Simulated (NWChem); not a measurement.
# C$_{3}$HF$_{3}$; SMILES C(F)(F)=C=CF

```xyz
7

F      0.4412    -2.5779     0.0000
C     -0.4981    -1.6160     0.0000
C     -0.2267    -0.3281     0.0000
C     -0.0146     0.9696     0.0000
F      0.1082     1.7241     1.0857
F      0.1082     1.7241    -1.0857
H     -1.5183    -2.0434     0.0000
```
Atoms are numbered in this order, from 1.

Computed with NWChem. Pople sets run with spherical d functions. All runs use the structure optimised with PBE-D3(BJ)/def2-SVP. Level: M06-2X/6-31G* with SMD (1 M gas to 1 M solution), gas-phase geometry.

**Question.** Among these, which solvent gives the lowest value of “dipole in solution (D)”?
A) ethylene glycol
B) cyclohexane
C) water
D) N,N-dimethylformamide

**Answer.** B, cyclohexane. Values: cyclohexane 1.59; N,N-dimethylformamide 1.83; ethylene glycol 1.83; water 1.83
